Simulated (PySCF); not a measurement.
C₂H₆AlF, charge +1, multiplicity 2. Atoms are numbered in the order given.

```xyz
10

Al    -0.0995     0.0772    -0.1387
C      1.8253    -0.2588    -0.5452
H      2.1145    -1.2750    -0.2485
H      2.3911     0.5218    -0.0150
H      1.7841    -0.1094    -1.6400
C     -0.4762    -0.5892     1.7542
H     -1.2171    -1.3674     1.5028
H     -0.8996     0.3505     2.1500
H      0.4211    -0.9500     2.2679
F     -1.2661     0.7682    -1.0520
```
Charge +1, spin multiplicity 2.

The structure is a stationary point at PBE0-D3(BJ)/def2-SVP. The multiplicity is an assumed one; other spin states were not compared. The isomer is the one that the SMILES or the coordinates give; other isomers of the formula were not compared.

All values below come from B3LYP/def2-TZVP (PySCF).

ESP charges are fitted to the potential on shells at 1.4 to 2.0 van der Waals radii. Atomic charges (e):

| atom | Mulliken | ESP fit | Mulliken spin |
|---|---|---|---|
| Al1 | 0.74 | 1.04 | 0.10 |
| C2 | -0.38 | -0.52 | 0.38 |
| H3 | 0.20 | 0.20 | -0.01 |
| H4 | 0.20 | 0.21 | 0.00 |
| H5 | 0.21 | 0.24 | 0.02 |
| C6 | -0.34 | -0.57 | 0.50 |
| H7 | 0.21 | 0.26 | 0.01 |
| H8 | 0.21 | 0.26 | 0.01 |
| H9 | 0.20 | 0.23 | -0.01 |
| F10 | -0.24 | -0.35 | 0.01 |
